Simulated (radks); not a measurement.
Results of a calculation; reference values are marked as such.
Task: All-electron atom: Zn I in [Ar] 3d10 4s2. Code: a radial shooting solver on a logarithmic mesh with Libxc functionals. Model: non-relativistic Kohn-Sham, PBE, spin-polarised, spherical densities, point nucleus; hard spherical wall at 5 bohr. Some entries of the table are withheld. Estimate them.

orbital,occ.,eigenvalue (eV),<r^2> (bohr^2)
1s,2,-9403.333,(1)
2s,2,-1130.447,0.06221
2p,6,-996.1034,(2)
3s,2,-123.2638,0.5528
3p,6,-80.6090,0.6095
3d,10,(3),1.112
4s,2,-3.9287,(4)
4p,0,(5),7.727
4d,0,12.3210,9.849
5s,0,17.7041,10.11

Result: 
(1) 1s <r^2> (bohr^2): 0.003500
(2) 2p <r^2> (bohr^2): 0.04884
(3) 3d eigenvalue (eV): -8.8500
(4) 4s <r^2> (bohr^2): 6.233
(5) 4p eigenvalue (eV): 2.4721
